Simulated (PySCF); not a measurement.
**Working with the constants of CoN⁻**

MN15 constants of CoN⁻, ⁴Δ (quartet), unpaired electrons π ↑↑, δ ↑ (PySCF, no relativity, basis sets Co def2-TZVPPD, N def2-TZVPPD; masses 58.9332 and 14.0031 u):

| Item | Value |
| --- | --- |
| ωe | 920.5 cm⁻¹ |
| ωexe | 6.57 cm⁻¹ |
| Be | 0.58858 cm⁻¹ |
| αe | 0.00492 cm⁻¹ |
| D (centrifugal) | 9.63e-07 cm⁻¹ |

(1) Give the vibrational terms G(v) and spacings up to v = 6.

De is left out where the level can put another filling of the metal’s s and d shells below the measured ground configuration, by anything from nothing to about 1 eV. The state is the lowest single determinant that the PBE0 search found; with open d or f shells the true ground state can be another one.

Answers

(1) G(v) = ωe(v+½) − ωexe(v+½)².

```csv
v,G(v) (cm⁻¹),G(v) − G(v−1),Bv (cm⁻¹)
0,459,,0.5861
1,1366,907,0.5812
2,2260,894,0.5763
3,3141,881,0.5714
4,4009,868,0.5664
5,4864,855,0.5615
6,5706,842,0.5566
```
